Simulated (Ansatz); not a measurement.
`NB1B[SiH2]1`, charge 0, multiplicity 1.

Q: Give a relaxed structure at PBE0-D4/def2-TZVP (Ansatz 0.2.0). (An estimate is asked.)

A: Ansatz gave: 
Cartesian coordinates in Å:
```
N 0.177 1.057 1.551
B -0.110 0.842 0.234
B -0.444 0.450 -1.224
Si -0.043 -1.346 -0.946
H -0.524 1.322 2.223
H 1.104 0.977 1.935
H -0.523 1.036 -2.255
H 0.090 -1.921 0.420
H 0.273 -2.417 -1.938
```
This is one stationary point; other conformers may exist.
